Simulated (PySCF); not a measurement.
PySCF job for 3,3-difluoropent-1-en-4-yne (C5H4F2), SMILES FC(C=C)(C#C)F, SMD-B3LYP/def2-SVP. Geometry: PBE0-D3(BJ)/def2-SVP. Other conformers were not sampled.

```python
import numpy as np
from pyscf import gto, scf, dft
from pyscf.solvent import smd

mol = gto.M(
    atom='''
    C     1.08235781   -2.14335950    0.00000000
    C     0.38478669   -1.15700460   -0.00000000
    C    -0.46024739    0.04621268   -0.00000000
    F    -1.27919364    0.01553342   -1.08578750
    F    -1.27919364    0.01553343    1.08578750
    C     0.28350307    1.34883722   -0.00000001
    C     1.60623102    1.48108921    0.00000000
    H     1.69492454   -3.02702555    0.00000001
    H    -0.38649384    2.21503162   -0.00000001
    H     2.26552070    0.60853722   -0.00000000
    H     2.07174698    2.46920506   -0.00000000
    ''',
    basis='def2-SVP',
    charge=0,
    spin=0,
    max_memory=1600,
    verbose=3,
)
mf = dft.RKS(mol, xc='b3lyp').density_fit(auxbasis='def2-universal-jkfit')
mf.grids.level = 3
mf.conv_tol = 1e-9
mf.max_cycle = 100
mf.kernel()
res = {}
for name in ['water', '2-propanol', 'n-hexane']:
    s = mf.SMD()
    s.with_solvent.solvent, s.with_solvent.sasa_ng = name, 194
    s.kernel(mf.make_rdm1())
    res[name] = (s.e_tot, s.with_solvent.get_cds(), s.dip_moment(), s.mo_energy, s.converged)
    print(f'SMD {name}: dG(solv) = {(s.e_tot - mf.e_tot) * 627.509474:.3f} kcal/mol, of which CDS {res[name][1] * 627.509474:.3f}')
```

Program output:

```
converged SCF energy = -392.221061140119
converged SCF energy = -392.219935200364
Dipole moment(X, Y, Z, Debye):  3.08330,  0.14129,  0.00000
SMD water: dG(solv) = 0.707 kcal/mol, of which CDS 6.071
converged SCF energy = -392.225421561161
Dipole moment(X, Y, Z, Debye):  3.04041,  0.14138,  0.00000
SMD 2-propanol: dG(solv) = -2.736 kcal/mol, of which CDS 2.290
converged SCF energy = -392.224311158783
Dipole moment(X, Y, Z, Debye):  2.64921,  0.14396,  0.00000
SMD n-hexane: dG(solv) = -2.039 kcal/mol, of which CDS -0.114
```

Self-consistency was reached.

Cost: about 2.4 core-minutes (a rough figure).
